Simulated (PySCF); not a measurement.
# Bond curve of SiSb

Set-up: PySCF, scalar-relativistic core potentials, basis sets Si aug-cc-pV(D+d)Z, Sb aug-cc-pVDZ-PP with ECP28. Energies in eV from Si + Sb in their ground configurations at the same level. State: ²Π (doublet), unpaired electrons π ↑.

All columns are TPSS. A positive dipole means Si(−)Sb(+).

| R (Å) | E (eV) | μ (D) | Mulliken charge on Si (basis-dependent) | HOMO (eV) | LUMO (eV) | Mayer bond order | ⟨S²⟩ |
| --- | --- | --- | --- | --- | --- | --- | --- |
| 2.053 | -1.537 | 0.74 | -0.45 | -5.39 | -5.78 | 2.22 | 0.75 |
| 2.148 | -2.288 | 0.61 | -0.38 | -5.47 | -5.57 | 2.24 | 0.75 |
| 2.244 | -2.715 | 0.47 | -0.32 | -5.54 | -5.39 | 2.26 | 0.75 |
| 2.315 | -2.879 | 0.36 | -0.28 | -5.50 | -5.27 | 2.28 | 0.75 |
| 2.387 | -2.943 | 0.25 | -0.24 | -5.39 | -5.15 | 2.29 | 0.75 |
| 2.459 | -2.929 | 0.14 | -0.20 | -5.29 | -5.05 | 2.30 | 0.76 |
| 2.554 | -2.822 | -0.01 | -0.16 | -5.17 | -4.93 | 2.31 | 0.76 |
| 2.673 | -2.594 | -0.18 | -0.11 | -5.05 | -4.79 | 2.28 | 0.80 |
| 2.817 | -2.258 | -0.33 | -0.07 | -4.98 | -4.64 | 2.04 | 1.01 |
| 3.008 | -1.812 | -0.47 | -0.03 | -4.94 | -4.51 | 1.66 | 1.32 |

A fit through these points gives, at Re = 2.407 Å, μ = 0.22 D and dμ/dR = -1.56 D/Å; the reduced mass is 22.72 u.

Task: How strong is the fundamental in the double-harmonic approximation, I = 42.26·(dμ/dR)²/μred km/mol?

Result: I = 42.26·(-1.56)²/22.72 = 4.53 km/mol at TPSS.

⟨S²⟩ of the unrestricted solution departs from its pure value on part of the curve, where spin states mix. These are scalar-relativistic numbers at best; spin–orbit coupling would shift them, the dissociation energy most. The state is the lowest determinant that a PBE0 search found; another state may lie lower at other levels.

At some distances an empty level lies below a filled one, because the occupation is held.
